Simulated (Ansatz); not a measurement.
System: GeH (charge +1, singlet). 
Structure (B3LYP-D3(BJ)/def2-TZVP (Ansatz, a first-principles code) minimum search):
```xyz
2

Ge     0.0000     0.0000    -0.0483
H      0.0000     0.0000     1.5443
```
Charge +1, spin multiplicity 1.

Basis-set convergence of Hartree-Fock and CCSD(T) correlation energies (hartree) with Ansatz. Cores are frozen in the correlated levels unless marked. Spin-orbit coupling is left out. Frozen are the shells of the preceding noble gas and the d and f shells that filled before the atom's block. No relativistic terms.

```csv
basis,functions,E(HF),"E(corr, CCSD(T))"
def2-SVPD,46,-2075.36299,-0.07856
def2-TZVPPD,71,-2075.62716,-0.08653
def2-QZVPPD,128,-2075.66865,-0.08916
```

Extrapolating the two largest sets (X = 3 and 4) as X^-3: E(corr) = (64·(-0.08916) - 27·(-0.08653))/37 = -0.0911 Eh, an estimate of the basis-set limit. The largest set recovers 97.9 % of it, the smallest 86.3 %.
